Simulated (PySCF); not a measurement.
In (indium, neutral) across methods

[Kr] 4d10 5s2 5p1, 2P determinant. Calculation: PySCF 2.14, in x2c-QZVPPall with one added diffuse shell each of s, p, d, f type (14s10p8d5f1g, 128 functions); scalar relativity by spin-free X2C-1e.

```
 method  E (hartree)  mean ε 5s α (eV)  mean ε 5s β (eV)  mean ε 5p α (eV)  Σ⟨r²⟩ (bohr²)   ⟨S²⟩
 M06-2X     -5881.51           -10.053            -8.949            -4.298          58.82  0.755
  HSE06     -5880.59            -8.986            -8.327            -3.220          58.54  0.753
 r2SCAN     -5881.01            -8.602            -8.023            -3.060          58.10  0.756
wB97M-V     -5880.59           -11.579           -10.737            -5.290          58.54  0.753
   PBE0     -5880.66            -9.357            -8.641            -3.602          58.48  0.753
    LDA     -5875.18            -8.647            -8.215            -2.864          58.35  0.751
    PBE     -5880.59            -8.375            -7.887            -2.833          58.85  0.752
    UHF  -5878.31802           -11.555           -10.047            -5.487          59.66  0.763
```
